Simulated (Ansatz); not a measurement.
Relaxation of ClFH$_{5}$HfO$_{2}$Si (11 atoms, charge 0, multiplicity 2), to a largest force component of 0.03 eV/Å in at most 50 steps.

Method: UKS PBE/def2-SVP in Ansatz 0.2.0.

```xyz
11
Properties=species:S:1:pos:R:3:forces:R:3
Hf -0.021 -0.027 -0.143 -0.04 0.07 0.56
F 0.094 0.262 1.796 0.00 -0.04 -0.83
O 1.753 -0.284 -0.829 0.02 -0.03 -0.02
H 2.544 -0.645 -1.251 -0.01 0.03 0.02
Cl -1.019 1.876 -1.172 0.02 -0.04 0.00
O -1.106 -1.580 -0.438 -0.02 -0.02 0.00
H -1.583 -2.414 -0.553 0.04 0.08 0.00
Si -0.005 0.023 4.583 -0.02 -0.04 0.28
H -0.784 -1.178 5.061 0.00 0.01 0.01
H 1.413 -0.058 5.092 0.00 0.00 -0.01
H -0.656 1.286 5.088 0.00 0.00 -0.02
```

**Question.** Where does it end, and by what steps?

**Answer.** It converged. The force dipped under the threshold on the way, but the program's further checks kept it going. After 14 steps the energy has fallen by 0.136 eV; H9 moved furthest, 0.99 Å.

```csv
step,energy less start (eV),largest force component (eV/Å),accepted
0,0.0000,0.832,yes
1,-0.0657,0.266,yes
2,-0.0791,0.097,yes
3,-0.0814,0.024,yes
4,-0.0825,0.022,yes
5,-0.0839,0.092,yes
6,-0.0856,0.126,yes
7,-0.0893,0.185,yes
8,-0.0952,0.257,yes
9,-0.1038,0.345,yes
10,-0.1137,0.393,yes
11,-0.1260,0.316,yes
12,-0.1326,0.185,yes
13,-0.1354,0.095,yes
14,-0.1357,0.015,yes
```

```xyz
11
Properties=species:S:1:pos:R:3
Hf 0.041 0.061 -0.139
F 0.275 0.519 1.724
O 1.771 -0.283 -0.895
H 2.589 -0.598 -1.300
Cl -0.985 1.876 -1.290
O -1.088 -1.486 -0.248
H -1.554 -2.326 -0.344
Si -0.231 -0.326 4.676
H -0.607 -0.930 6.007
H 1.263 -0.283 4.520
H -0.844 1.036 4.520
```

The run took 34 s on 4 threads of Intel(R) Xeon(R) Platinum 8488C (Sapphire Rapids), with other jobs on the host, peak memory 0.26 GiB.
